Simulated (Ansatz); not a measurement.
Consider the redistribution: `C[BH][AlH][OH]` + `C[SiH2]C=N` → `N=[CH][AlH][OH]` + `CB[SiH2]C`.

Isolated molecules relaxed with PBE0-D4/def2-TZVP in Ansatz; ΔE leaves out vibrations. CCSD(T)/CBS adds triple-zeta CCSD(T) − MP2 to the extrapolated MP2 energy (def2 sets, frozen cores). DFT in def2-TZVPP. B3LYP here is the variant with VWN-RPA as its local correlation; programs differ in this. One conformer a species, not always the lowest.

Problem. Is it downhill or uphill in electronic energy at CCSD(T)/CBS, and by how much? (An estimate is asked.)

Solution. The calculation gave: Downhill: ΔE = -15.1 kJ/mol.

Problem. What do these levels give: B3LYP-D4, B2PLYP, r2SCAN, HF/def2-TZVPP, MP2/def2-TZVPP, CCSD(T)/def2-TZVPP? (Best estimate.)

Solution. The calculation gave: B3LYP-D4 -16.6, B2PLYP -15.2, r2SCAN -18.1, HF/def2-TZVPP -10.9, MP2/def2-TZVPP -16.1, CCSD(T)/def2-TZVPP -15.6 kJ/mol.

Largest T1 diagnostic among the species: 0.013.

In def2-TZVPP, CCSD(T) changes the Hartree–Fock value by −4.7 kJ/mol (the triples alone add −0.7 kJ/mol) and MP2 by −5.2 kJ/mol.
